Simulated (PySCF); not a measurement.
A structure optimised at B3LYP-D3(BJ)/def2-SVP, used in a PySCF frequency run:

```xyz
10

C      3.1290    -0.6067    -1.0329
C      1.8992    -0.7383    -0.6139
C      0.6610    -0.8651    -0.2044
Cl     0.2080    -1.9838     1.0663
C     -0.4842    -0.0848    -0.7782
F     -0.1192     0.5437    -1.9161
Br    -1.1333     1.2692     0.5225
H      3.5197    -1.2138    -1.8581
H      3.8102     0.1197    -0.5741
H     -1.3581    -0.7258    -0.9602
```

**Question.** Write its SMILES and formula.

**Answer.** C=C=C(Cl)[C@H](F)Br, C4H3BrClF

**Question.** What are its rotational constants (standard atomic weights)?

**Answer.** 1.8517, 0.93794, 0.71896 GHz
